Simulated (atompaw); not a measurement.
# u(r) = r·R(r): atom against pseudo-atom (P (Z = 15))

Columns: radius, all-electron u(r) and pseudo u(r) of the 3p shell (level -24.28 eV) of phosphorus in the configuration [Ne] 3s2 3p1; PBE, scalar-relativistic, PAW (atompaw) scheme, atompaw 4.2.0.5.

| r (bohr) | all-electron | pseudo |
| --- | --- | --- |
| 0.067 | -0.0904 | 0.0042 |
| 0.135 | -0.2271 | 0.0170 |
| 0.202 | -0.3205 | 0.0377 |
| 0.269 | -0.3582 | 0.0657 |
| 0.337 | -0.3464 | 0.1010 |
| 0.404 | -0.2979 | 0.1414 |
| 0.471 | -0.2247 | 0.1864 |
| 0.538 | -0.1367 | 0.2348 |
| 0.606 | -0.0399 | 0.2862 |
| 0.673 | 0.0573 | 0.3379 |
| 0.740 | 0.1526 | 0.3896 |
| 0.808 | 0.2446 | 0.4409 |
| 0.875 | 0.3289 | 0.4893 |
| 0.942 | 0.4059 | 0.5349 |
| 1.010 | 0.4759 | 0.5777 |
| 1.077 | 0.5369 | 0.6158 |
| 1.144 | 0.5902 | 0.6498 |
| 1.212 | 0.6364 | 0.6797 |
| 1.279 | 0.6746 | 0.7048 |
| 1.346 | 0.7056 | 0.7255 |
| 1.413 | 0.7299 | 0.7420 |
| 1.481 | 0.7481 | 0.7546 |
| 1.548 | 0.7601 | 0.7630 |
| 1.615 | 0.7668 | 0.7677 |
| 1.683 | 0.7686 | 0.7688 |
| 1.750 | 0.7661 | 0.7661 |

How many radial nodes do the two functions have?

The all-electron 3p function has n − l − 1 = 1; the pseudo-wave has 0, since the states of the same l below it are removed with the core.

Where does each function peak?

Outermost all-electron maximum near 1.68 bohr, pseudo maximum near 1.68 bohr (to the table’s step).

Is the pseudo-wave norm-conserving?

No, it belongs to a PAW set: the norm inside the radius is not constrained, and the difference is carried by the augmentation charge.
